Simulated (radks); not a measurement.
Results of a calculation; reference values are marked as such.
How relativity changes the ionisation of the tin ion Sn3+ ([Kr] 4d10 5s1) to Sn4+ ([Kr] 4d10). Spin-unpolarised spherical Kohn-Sham, PBEsol, point nucleus unless stated (finite: rms radius 4.6519 fm), a radial shooting solver on a logarithmic mesh with Libxc functionals. A level marked "c x" has the speed of light scaled by that factor.

| level | E(Sn3+) (hartree) | E(Sn4+) (hartree) | IE (eV) | HOMO | <r> HOMO (bohr) |
|---|---|---|---|---|---|
| non-rel. | -6020.41725 | -6018.96745 | 39.451 | 5s | 2.186 |
| scalar-rel. | -6172.54603 | -6171.03765 | 41.045 | 5s | 2.112 |
| scalar-rel., finite nucleus | -6172.38510 | -6170.87677 | 41.044 | 5s | 2.112 |
| Dirac | -6174.34244 | -6172.83412 | 41.043 | 5s1/2 | 2.112 |
| Dirac, finite nucleus | -6174.18104 | -6172.67277 | 41.042 | 5s1/2 | 2.112 |
| Dirac, c x 0.75 | -6310.11944 | -6308.55752 | 42.502 | 5s1/2 | 2.051 |
| Dirac, c x 5 | -6026.19452 | -6024.74258 | 39.509 | 5s1/2 | 2.183 |
| Dirac, c x 100 | -6020.43165 | -6018.98186 | 39.451 | 5s1/2 | 2.186 |

NIST Atomic Spectra Database: 40.74 eV (measured). The relativistic part of the total energy of Sn3+ is -153.8 hartree (Dirac, finite nucleus), 2.6 % of the non-relativistic value. Spin polarisation and multiplet splitting of open shells are left out at every level.

Beside tabulated values, note that relativity, absent from the non-relativistic runs, is large for the heavy elements, and spin-unpolarised runs miss the spin-polarisation part of the exchange energy of open shells.
